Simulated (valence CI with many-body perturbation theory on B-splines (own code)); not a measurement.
**Ga⁸⁺: E2, M1 decay**

Level of theory: valence CI with perturbative core correlation (CI+MBPT): five valence electrons over a frozen Dirac-Fock core [Ar], radial functions for each j: 7 s, 7 p, 8 d, 6 f, 4 g, 1 h, with the one-electron correlation potential Σ1 (screened to all orders), the two-electron term Σ2, the three-electron term Σ3, Breit, model QED; selected single and double excitations, second order for the rest, scaled by the run's own slope (own B-spline code, finite nucleus).

No measured levels were compared; by estimate terms of the open shell hold to 2 to 4 % of their energy, and close levels can change places; different configurations can be misplaced against each other by 1,000 to 8,000 cm⁻¹. Among the levels kept, up to 410 cm⁻¹ of a level comes from second order outside the variational space, and about a tenth of that is noise between levels of different J, which matters for small intervals. The list stops below the first excitations out of the core. Only levels of the ground parity were solved; by the run's estimate the other parity begins above the list, which can be wrong where configurations are misplaced.

Lines 51 to 100 of 120 in falling wavelength, among levels below 479880 cm⁻¹, chosen from the decays that carry over 1 % of a level's rate. Wavelengths and rates use the calculated energies, so an error of 2000 cm⁻¹ moves a line at 427.1 nm by 8.5 % and its rate by three times that or more. Electric multipoles are in the length gauge, E1 and E2 with the static RPA response of the core. Weak lines are less certain than strong ones. Lines between different terms over intervals too small for the method are left out, as are lines whose strength nearly cancels. Branching is blank where the lifetime is uncertain.

Names give the largest LS component (configuration and term), which can be under half, so a name can repeat, a term be missing and a line seem to break the LS rules; names also repeat where a configuration has a term twice. Letters in brackets count levels of one name in rising energy.

```
λ vac (nm)           Upper        Lower  Type   A (s⁻¹)  Branch %
     427.1  3d5 2D_5/2 [a]   3d5 4P_5/2    M1  1.44e+01      48.0
     423.3      3d5 4F_9/2   3d5 4D_7/2    M1  3.07e+00      34.1
     420.9     3d5 2I_11/2   3d5 4G_9/2    M1  1.89e-01          
     416.9     3d5 2I_11/2  3d5 4G_11/2    M1  6.28e-01          
     415.0  3d5 2D_3/2 [a]   3d5 4P_1/2    M1  1.77e+00      14.6
     413.0      3d5 4F_3/2   3d5 4D_3/2    M1  4.71e+00      35.2
     412.7      3d5 4F_3/2   3d5 4D_5/2    M1  1.21e+00       9.1
     412.4      3d5 4F_5/2   3d5 4D_7/2    M1  2.03e-01       2.3
     409.8     3d5 2I_13/2  3d5 4G_11/2    M1  2.61e-02      96.6
     404.6      3d5 4F_3/2   3d5 4D_1/2    M1  2.71e+00      20.3
     404.4      3d5 4F_7/2   3d5 4D_7/2    M1  5.04e+00      27.8
     402.1  3d5 2D_3/2 [a]   3d5 4P_3/2    M1  6.82e+00      56.4
     391.3  3d5 2D_3/2 [a]   3d5 4P_5/2    M1  1.78e+00      14.7
     383.7  3d5 2F_5/2 [a]   3d5 4D_3/2    M1  1.61e+00       5.0
     383.4  3d5 2F_5/2 [a]   3d5 4D_5/2    M1  5.26e+00      16.5
     362.9  3d5 2F_5/2 [a]   3d5 4D_7/2    M1  5.62e-01       1.8
     349.5      3d5 2H_9/2   3d5 4D_7/2    M1  4.68e-01       3.6
     345.8  3d5 2D_5/2 [a]   3d5 4G_7/2    M1  6.10e+00      20.3
     343.6  3d5 2D_5/2 [a]   3d5 4G_5/2    M1  6.17e+00      20.6
     332.4  3d5 2G_7/2 [a]   3d5 4D_5/2    M1  1.33e-01       5.5
     331.2      3d5 4F_5/2   3d5 4P_5/2    M1  8.32e-01       9.6
     320.1  3d5 2D_3/2 [a]   3d5 4G_5/2    M1  1.38e+00      11.4
     304.8  3d5 2F_5/2 [a]   3d5 4P_3/2    M1  3.22e-01       1.0
     298.9  3d5 2F_7/2 [a]   3d5 4G_9/2    M1  1.04e+01      77.0
     298.5  3d5 2F_5/2 [a]   3d5 4P_5/2    M1  1.55e+00       4.9
     298.4  3d5 2F_7/2 [a]   3d5 4G_7/2    M1  5.70e-01       4.2
     297.9  3d5 2G_9/2 [a]   3d5 4D_7/2    M1  5.99e-01       8.4
     296.8  3d5 2F_7/2 [a]   3d5 4G_5/2    M1  2.08e-01       1.5
     285.6      3d5 4F_9/2   3d5 4G_9/2    M1  1.11e+00      12.3
     285.6      3d5 4F_9/2   3d5 4G_9/2    E2  9.44e-02       1.0
     285.2      3d5 4F_9/2   3d5 4G_7/2    M1  5.98e-01       6.6
     283.7      3d5 4F_9/2  3d5 4G_11/2    M1  3.59e+00      39.8
     283.7      3d5 4F_9/2  3d5 4G_11/2    E2  4.63e-01       5.1
     280.6      3d5 4F_5/2   3d5 4G_9/2    E2  1.44e-01       1.7
     280.2      3d5 4F_5/2   3d5 4G_7/2    M1  4.30e+00      49.9
     280.2      3d5 4F_5/2   3d5 4G_7/2    E2  2.59e-01       3.0
     278.7      3d5 4F_5/2   3d5 4G_5/2    E2  1.68e-01       1.9
     278.7      3d5 4F_5/2   3d5 4G_5/2    M1  1.07e-01       1.2
     276.8      3d5 4F_7/2   3d5 4G_9/2    M1  5.42e+00      29.9
     276.8      3d5 4F_7/2   3d5 4G_9/2    E2  3.12e-01       1.7
     276.5      3d5 4F_7/2   3d5 4G_7/2    M1  5.19e+00      28.7
     275.0      3d5 4F_7/2   3d5 4G_5/2    M1  5.19e-01       2.9
     274.0  3d5 2F_5/2 [b]   3d5 4D_3/2    M1  1.28e-01       1.9
     269.2      3d5 4F_3/2   3d5 4G_7/2    E2  1.93e-01       1.4
     267.8      3d5 4F_3/2   3d5 4G_5/2    M1  3.26e+00      24.3
     267.8      3d5 4F_3/2   3d5 4G_5/2    E2  4.72e-01       3.5
     263.2  3d5 2F_5/2 [b]   3d5 4D_7/2    M1  9.03e-01      13.7
     256.4  3d5 2F_5/2 [a]   3d5 4G_7/2    M1  6.68e+00      20.9
     255.2  3d5 2F_5/2 [a]   3d5 4G_5/2    M1  8.18e+00      25.6
     249.9      3d5 2H_9/2   3d5 4G_9/2    M1  5.71e+00      44.0
```
